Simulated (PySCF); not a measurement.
C₃H₇O, charge -1, singlet, at a GFN2-xTB geometry (in this run its highest filled SCF level lies above zero, so its values depend strongly on the basis, on diffuse functions most of all), with bond 7-3 at 2.0 times its length; M062X/STO-3G in PySCF.

Input for PySCF:
```python
from pyscf import gto, scf, dft

mol = gto.M(
    atom='''
O    -0.02364204   -0.72791359   -0.02410158
C    -0.11695116    0.72309764    0.02353500
C     1.27997189   -1.17584587   -0.05346219
C    -1.53793975    1.16403974   -0.03994654
H     0.53282928    1.00119920    0.93898760
H     0.44859738    1.10785920   -0.85183032
H     1.25510393   -3.36480803   -0.05048483
H     1.82097837   -0.82845799   -0.95497355
H     1.85749247   -0.82621646    0.82524896
H    -1.97405394    1.11319354    0.99190016
H    -1.51473106    2.25830906   -0.28530416
''',
    basis='sto-3g',
    charge=-1,
    verbose=4,
)

mf = dft.RKS(mol)
mf.xc = 'm062x'
mf.damp = 0.5
mf.diis_start_cycle = 5
mf.kernel()
mf.analyze()
```

### Question
What does PySCF print? Leave out banner, timings and long lists.

### Answer

```
PySCF version 2.14.0

[INPUT] verbose = 4
[INPUT] num. atoms = 11
[INPUT] num. electrons = 34
[INPUT] charge = -1
[INPUT] spin (= nelec alpha-beta = 2S) = 0
[INPUT] symmetry False subgroup None
[INPUT] Mole.unit = angstrom
[INPUT] Symbol           X                Y                Z      unit          X                Y                Z       unit  Magmom
[INPUT]  1 O     -0.023642040000  -0.727913590000  -0.024101580000 AA   -0.044676980626  -1.375557327449  -0.045545385369 Bohr   0.0
[INPUT]  2 C     -0.116951160000   0.723097640000   0.023535000000 AA   -0.221005662350   1.366456500919   0.044474704342 Bohr   0.0
[INPUT]  3 C      1.279971890000  -1.175845870000  -0.053462190000 AA    2.418796319242  -2.222026659001  -0.101028897119 Bohr   0.0
[INPUT]  4 C     -1.537939750000   1.164039740000  -0.039946540000 AA   -2.906284923582   2.199716306710  -0.075488020224 Bohr   0.0
[INPUT]  5 H      0.532829280000   1.001199200000   0.938987600000 AA    1.006901410349   1.891992284134   1.774429398363 Bohr   0.0
[INPUT]  6 H      0.448597380000   1.107859200000  -0.851830320000 AA    0.847726188397   2.093550472580  -1.609726009401 Bohr   0.0
[INPUT]  7 H      1.255103930000  -3.364808030000  -0.050484830000 AA    2.371802685565  -6.358565638437  -0.095402502145 Bohr   0.0
[INPUT]  8 H      1.820978370000  -0.828457990000  -0.954973550000 AA    3.441150398057  -1.565558706808  -1.804638465704 Bohr   0.0
[INPUT]  9 H      1.857492470000  -0.826216460000   0.825248960000 AA    3.510152046742  -1.561322829008   1.559494518982 Bohr   0.0
[INPUT] 10 H     -1.974053940000   1.113193540000   0.991900160000 AA   -3.730421301719   2.103630914235   1.874419645312 Bohr   0.0
[INPUT] 11 H     -1.514731060000   2.258309060000  -0.285304160000 AA   -2.862426855772   4.267585628024  -0.539146724599 Bohr   0.0

nuclear repulsion = 122.210254422693
number of shells = 19
number of NR pGTOs = 81
number of NR cGTOs = 27
basis = sto-3g
ecp = {}

******** <class 'pyscf.dft.rks.RKS'> ********
method = RKS
initial guess = minao
damping factor = 0.5
level_shift factor = 0
DIIS = <class 'pyscf.scf.diis.CDIIS'>
diis_start_cycle = 5
diis_space = 8
diis_damp = 0
SCF conv_tol = 1e-09
SCF conv_tol_grad = None
SCF max_cycles = 50
direct_scf = True
direct_scf_tol = 1e-13
XC library pyscf.dft.libxc version 7.1.2
    S. Lehtola, C. Steigemann, M. J. T. Oliveira, and M. A. L. Marques,  SoftwareX 7, 1–5 (2018)
XC functionals = m062x
    Y. Zhao and D. G. Truhlar,  Theor. Chem. Acc. 120, 215 (2008)
    Y. Zhao and D. G. Truhlar,  Theor. Chem. Acc. 120, 215 (2008)
radial grids:
    Treutler-Ahlrichs [JCP 102, 346 (1995); DOI:10.1063/1.469408] (M4) radial grids

becke partition: Becke, JCP 88, 2547 (1988); DOI:10.1063/1.454033
pruning grids: <function nwchem_prune>
grids dens level: 3
symmetrized grids: False
atomic radii adjust function: <function treutler_atomic_radii_adjust>
small_rho_cutoff = 0
Set gradient conv threshold to 3.16228e-05
Initial guess from minao.
tot grids = 125096
init E= -191.175270439959
  HOMO = -0.156439737159706  LUMO = -0.049779669500746  gap/eV = 2.90237
cycle= 1 E= -190.66762951205  delta_E= 0.508  |g|= 0.629  |ddm|= 3.98
  HOMO = 0.0657280417341168  LUMO = 0.0888716745609111  gap/eV = 0.62977
cycle= 2 E= -190.086603073465  delta_E= 0.581  |g|= 1.01  |ddm|= 3.18
  HOMO = 0.134677936612816  LUMO = 0.329364895011715  gap/eV = 5.29770
cycle= 3 E= -190.599655242892  delta_E= -0.513  |g|= 0.674  |ddm|= 3.22
  HOMO = 0.153758202145573  LUMO = 0.221857437036191  gap/eV = 1.85307
cycle= 4 E= -190.801894639196  delta_E= -0.202  |g|= 0.19  |ddm|= 1.22
  HOMO = 0.184794644838819  LUMO = 0.237132286637964  gap/eV = 1.42418
cycle= 5 E= -190.200292674978  delta_E= 0.602  |g|= 1.08  |ddm|= 2.59
  HOMO = 0.329889431696859  LUMO = 0.352327117199569  gap/eV = 0.61056
cycle= 6 E= -187.058095260363  delta_E= 3.14  |g|= 2.11  |ddm|= 6.09
  HOMO = 0.14283549414234  LUMO = 0.250723563421123  gap/eV = 2.93578
cycle= 7 E= -190.767049404391  delta_E= -3.71  |g|= 0.333  |ddm|= 5.36
  HOMO = 0.164754595877758  LUMO = 0.274454784705289  gap/eV = 2.98509
cycle= 8 E= -190.794220267577  delta_E= -0.0272  |g|= 0.249  |ddm|= 0.688
  HOMO = 0.143167917110525  LUMO = 0.268898271975686  gap/eV = 3.42130
cycle= 9 E= -190.804417252805  delta_E= -0.0102  |g|= 0.141  |ddm|= 0.463
  HOMO = 0.161051578798773  LUMO = 0.248051402933377  gap/eV = 2.36739
cycle= 10 E= -190.818288373901  delta_E= -0.0139  |g|= 0.0429  |ddm|= 0.355
  HOMO = 0.16183771750197  LUMO = 0.252636346211186  gap/eV = 2.47076
cycle= 11 E= -190.819432831957  delta_E= -0.00114  |g|= 0.0134  |ddm|= 0.158
  HOMO = 0.159618483094151  LUMO = 0.25453131333442  gap/eV = 2.58271
cycle= 12 E= -190.819473853266  delta_E= -4.1e-05  |g|= 0.00628  |ddm|= 0.0164
  HOMO = 0.158597053592913  LUMO = 0.254875901599052  gap/eV = 2.61988
cycle= 13 E= -190.819488687103  delta_E= -1.48e-05  |g|= 0.0023  |ddm|= 0.00771
  HOMO = 0.158390556368696  LUMO = 0.255156863165082  gap/eV = 2.63315
cycle= 14 E= -190.819491848309  delta_E= -3.16e-06  |g|= 0.000464  |ddm|= 0.0081
  HOMO = 0.158370587917526  LUMO = 0.255174219012691  gap/eV = 2.63416
cycle= 15 E= -190.819491939539  delta_E= -9.12e-08  |g|= 0.000266  |ddm|= 0.000871
  HOMO = 0.158387044171337  LUMO = 0.255143505639964  gap/eV = 2.63288
cycle= 16 E= -190.819491973248  delta_E= -3.37e-08  |g|= 9.17e-05  |ddm|= 0.000438
  HOMO = 0.158406759916907  LUMO = 0.255128330201725  gap/eV = 2.63193
cycle= 17 E= -190.819491977168  delta_E= -3.92e-09  |g|= 9.79e-06  |ddm|= 0.000217
  HOMO = 0.158404795104358  LUMO = 0.255128961427603  gap/eV = 2.63200
cycle= 18 E= -190.819491977208  delta_E= -3.97e-11  |g|= 7.59e-07  |ddm|= 1.74e-05
  HOMO = 0.158404684362491  LUMO = 0.255129295746595  gap/eV = 2.63201
Extra cycle  E= -190.819491977207  delta_E= 6.82e-13  |g|= 1.27e-06  |ddm|= 5.12e-06
converged SCF energy = -190.819491977207
**** SCF Summaries ****
Total Energy =                        -190.819491977207292
Nuclear Repulsion Energy =             122.210254422692671
One-electron Energy =                 -509.588585068071609
Two-electron Energy =                  196.558838668171660
Two-electron Coulomb Energy =          224.368276987845746
DFT Exchange-Correlation Energy =      -27.809438319674086
HOMO-LUMO gap [eV] =                     2.632010738007329
**** MO energy ****
MO #1   energy= -19.1669380965189  occ= 2
MO #2   energy= -10.2073352003258  occ= 2
MO #3   energy= -10.1785485798834  occ= 2
MO #4   energy= -9.94911394435842  occ= 2
MO #5   energy= -0.876232667618139 occ= 2
MO #6   energy= -0.543995237850616 occ= 2
MO #7   energy= -0.472655896643789 occ= 2
MO #8   energy= -0.36972447608307  occ= 2
MO #9   energy= -0.294767249177648 occ= 2
MO #10  energy= -0.269081070740346 occ= 2
MO #11  energy= -0.214753902808649 occ= 2
MO #12  energy= -0.154654335101615 occ= 2
MO #13  energy= -0.0993321662213533 occ= 2
MO #14  energy= -0.0798893665136852 occ= 2
MO #15  energy= -0.0110142582162938 occ= 2
MO #16  energy= -0.00374337403081249 occ= 2
MO #17  energy= 0.158404684362491  occ= 2
MO #18  energy= 0.255129295746595  occ= 0
MO #19  energy= 0.591396821491204  occ= 0
MO #20  energy= 0.678380369170853  occ= 0
MO #21  energy= 0.708691796344658  occ= 0
MO #22  energy= 0.710354311719358  occ= 0
MO #23  energy= 0.73150046231797   occ= 0
MO #24  energy= 0.743578819532069  occ= 0
MO #25  energy= 0.846366222103294  occ= 0
 ** Mulliken pop on meta-lowdin orthogonal AOs  **
 ** Mulliken pop  **
pop of  0 O 1s            1.99989
pop of  0 O 2s            1.70892
pop of  0 O 2px           1.32617
pop of  0 O 2py           1.21242
pop of  0 O 2pz           1.91285
pop of  1 C 1s            1.99972
pop of  1 C 2s            1.06652
pop of  1 C 2px           1.08192
pop of  1 C 2py           0.83987
pop of  1 C 2pz           0.99957
pop of  2 C 1s            1.99978
pop of  2 C 2s            1.13861
pop of  2 C 2px           0.87624
pop of  2 C 2py           1.00764
pop of  2 C 2pz           1.00808
pop of  3 C 1s            1.99971
pop of  3 C 2s            1.18920
pop of  3 C 2px           1.02602
pop of  3 C 2py           1.03163
pop of  3 C 2pz           1.15123
pop of  4 H 1s            1.04919
pop of  5 H 1s            1.01806
pop of  6 H 1s            1.20772
pop of  7 H 1s            1.00818
pop of  8 H 1s            1.00916
pop of  9 H 1s            1.06802
pop of  10 H 1s           1.06369
 ** Mulliken atomic charges  **
charge of    0O =     -0.16025
charge of    1C =      0.01240
charge of    2C =     -0.03036
charge of    3C =     -0.39779
charge of    4H =     -0.04919
charge of    5H =     -0.01806
charge of    6H =     -0.20772
charge of    7H =     -0.00818
charge of    8H =     -0.00916
charge of    9H =     -0.06802
charge of   10H =     -0.06369

WARN: System has nonzero charge -1; the dipole moment is origin-dependent.
Location of origin: [0. 0. 0.]

Dipole moment(X, Y, Z, Debye):  3.49585,  1.39330,  0.47196
```
